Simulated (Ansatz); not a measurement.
ClMoO2 (SMILES [O]=[Mo](=[O])[Cl]), doublet, at a GFN2-xTB geometry (such geometries of metal compounds can be far from the true shape) (the multiplicity is a formal guess) (core potentials on Mo); BLYP/def2-SVP (Ansatz, a first-principles code).

The Ansatz input:
Ansatz 0.2 input:
```yaml
crystal:
  periodic: [false, false, false]
  atoms:
    - {symbol: Mo, position_ang: [0.14669138, -0.21723107, 0.15452262]}
    - {symbol: O, position_ang: [1.66014683, -0.63486897, -0.28870204]}
    - {symbol: O, position_ang: [-0.59279660, -0.94573945, 1.41303363]}
    - {symbol: Cl, position_ang: [-0.86469647, 1.28050426, -0.91085900]}
basis:
  gaussian:
    orbitals: def2-SVP
    occupation: {up: {"A1": 12, "A2": 1, "B1": 4, "B2": 7}, down: {"A1": 11, "A2": 1, "B1": 4, "B2": 7}}
hamiltonian:
  xc: blyp
magnetization: {spin_polarized: true, initial_magnetization: 1}
```

It wrote (shortened):

```
Functional definition: BLYP
the irreps are read with x along [0.372, 0.692, 0.619], y along [0.793, 0.109, -0.599] and z along [-0.482, 0.714, -0.508] of the geometry given
784 factors; their error is unknown
mean field evaluation 1: about -18451.3845 eV, gradient 6.5e1 eV
mean field evaluation 2: about -18466.5320 eV, gradient 6.6e0 eV
mean field evaluation 4: about -18466.8418 eV, gradient 5.5e-3 eV
mean field evaluation 8: about -18466.8083 eV, gradient 1.5e-6 eV
mean field -18466.80833681 eV, -678.6426891254 hartree, gradient 1.5e-6 eV, S^2 0.752650; 0 other end points of the search recorded, 0 dependent functions left out
reference -18466.80867811 eV, -678.6427016679 hartree; 24, 23 occupied and 53, 54 virtual orbitals, 784 factors
Total energy: -18466.80867811 eV, -678.6427016679 hartree
```
